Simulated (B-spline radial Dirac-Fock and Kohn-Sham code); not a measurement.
System: Co²¹⁺, 1s2 2s2 2p2. These are calculated numbers from a radial B-spline solver; the model is the independent-particle Dirac-Slater model, thresholds from Dirac-Fock.

Question: Which of the sources Mg Kα (1253.6 eV), Cu Kα (8047.8 eV), Ga Kα (9251.7 eV), Ag Kα (22162.9 eV) can ionise the 1s level, and how does the cross section change among them?

Answer: The computed threshold is 8942.0 eV, above Mg Kα, Cu Kα; the others can ionise it. Cross sections: Ga Kα 19.8 kb, Ag Kα 1.82 kb. From the first to the last it falls by a factor of 11.
